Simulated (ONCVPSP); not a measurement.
C (Z = 6): one change to an ONCV potential, before and after

```json
{
  "Element": "carbon",
  "Generator": "ONCVPSP 4.0.1",
  "Type": "optimised norm-conserving Vanderbilt (ONCV)",
  "Functional": "LDA (Perdew-Zunger)",
  "Relativity": "scalar-relativistic",
  "Frozen core": "[He]",
  "Valence charge": "4",
  "Reference configuration": "2s2 2p1.5 (charge +0.5)",
  "Partial waves": "2s: rc 1.10 bohr, ncon 5, nbas 8, qcut 7.4 1/bohr, 3 projectors, debl 1.8 Ha; 2p: rc 2.95 bohr, ncon 3, nbas 7, qcut 5.8 1/bohr, 2 projectors, debl 2.9 Ha; d scattering state at 0.46 Ha: rc 3.00 bohr, ncon 4, nbas 7, qcut 2.9 1/bohr, 2 projectors, debl 1.5 Ha",
  "Local potential": "polynomial inside 0.70 bohr (lpopt 4, dvloc0 -1 Ha)",
  "Core correction": "Teter function, fcfact 3, rcfact 1"
}
```

Change: p: rc 3.32.

Cutoffs: the cutoffs (Ha) at which the residual kinetic energy of the hardest occupied pseudo-wave falls to 1 and 0.1 mHa per electron; they do not see the model core or the augmentation charge, which bear on the density cutoff. Errors are all-electron minus pseudo energies relative to the spin-unpolarised reference configuration.

What does the change do?

The potential gets neither clearly harder nor softer (21 Ha and 27 Ha → 21 Ha and 27 Ha); the bound ghosts move from d, s to d, p, s; the number of tests with a reliable result goes from 3 to 4; of the 3 tests that both files solve, the error grows in 2 and shrinks in 1 by more than 15 % and 0.3 meV (median size 217.7 → 121.4 meV).

```csv
quantity,base,changed
"cutoff, loose",21 Ha,21 Ha
"cutoff, tight",27 Ha,27 Ha
loose cutoff by channel,"s 21 Ha, p 9.2 Ha","s 21 Ha, p 8.1 Ha"
bound ghosts,"s, d","s, p, d"
GHOST(+) flags under 300 eV,none,none
tests with a reliable result,3 of 4,4 of 4
"error for 2s2 2p1, meV [ΔE 6.96 eV]",-34,+60
"error for 2s2 2p0, meV [ΔE 31.22 eV]",+716,+922
"error for 2s1 2p2, meV [ΔE 15.45 eV]",-218,-121
s: phases at 1.12 bohr within 0.05 rad from the reference energy up to (Ha; the scan ends near 5),to the end of the scan,to the end of the scan
d: phases at 3.05 bohr within 0.05 rad from the reference energy up to (Ha; the scan ends near 5),3.6,3.6
"rms error of d²Exc/dni dnj with the model core, mHa",2.35,1.97
```

 A true bound ghost makes a file unfit for plane-wave use even where its test errors are small: the radial tests pick states by their node count and pass the ghost by.
